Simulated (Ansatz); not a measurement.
Cl$_{2}$H$_{4}$OSi$_{2}$, SMILES `O[SiH](Cl)[SiH2]Cl`, 9 atoms. Total charge 0; spin multiplicity 1. All runs use 4 threads of an Arm Neoverse V2 on a shared host. Correlated methods freeze the cores.

(1) How many basis functions does each run have, and how long does it take in Ansatz? RHF-CCSD(T)/def2-SVP energy; RKS ωB97M-V/def2-SVP energy; RKS revPBE-D4/def2-TZVPP energy; RHF-MP2/def2-QZVPP energy; RKS PBE0-D4/def2-QZVPP energy; RKS HSE06 (plane-wave form)-D4/def2-TZVPP energy; RKS ωB97M-V/def2-QZVPP energy; direct RPA on PBE orbitals/def2-TZVPP energy; RKS PBE0-D4/def2-SVP energy; RKS r2SCANh-D4/def2-TZVPP energy; RKS PBE0-D4/def2-TZVP relaxation (13 steps); RHF-CCSD(T)/def2-TZVPP energy. (Best estimate.)

## Answers

(1) The calculation gave: Other jobs shared the machine, so times are rough.

```
                                    level                    job  functions  wall time  peak host memory (GiB)
                     RKS PBE0-D4/def2-SVP                 energy        106      1.2 s                    0.46
                 RKS revPBE-D4/def2-TZVPP                 energy        255      2.2 s                    0.39
                     RHF-CCSD(T)/def2-SVP                 energy        106      3.3 s                    0.46
RKS HSE06 (plane-wave form)-D4/def2-TZVPP                 energy        255        4 s                    0.86
    direct RPA on PBE orbitals/def2-TZVPP                 energy        255      4.9 s                    0.56
                     RKS ωB97M-V/def2-SVP                 energy        106      5.5 s                    0.46
                RKS r2SCANh-D4/def2-TZVPP                 energy        255        6 s                    0.82
                   RKS PBE0-D4/def2-QZVPP                 energy        457       11 s                     2.1
                       RHF-MP2/def2-QZVPP                 energy        457       17 s                     2.6
                   RKS ωB97M-V/def2-QZVPP                 energy        457       23 s                     2.4
                    RKS PBE0-D4/def2-TZVP  relaxation (13 steps)        203       47 s                    0.63
                   RHF-CCSD(T)/def2-TZVPP                 energy        255      120 s                     5.1
```
